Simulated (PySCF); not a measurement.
A calculated (UHF, PySCF 2.14, aug-cc-pVDZ-DK, scalar relativity by spin-free X2C-1e) atom or ion has these occupied shells.

```csv
shell,electrons,orbital energy (eV),"rms radius, mean of both spins (bohr)"
1s,2,-1603.8,0.139
2s,2,-142.55,0.675
2p,6,-95.921,0.674
3s,2,-17.786,2.61
```

Q: Name the element and its charge.

A: Al⁺ (aluminium, charge +1), in [Ne] 3s2, closed-shell 1S.
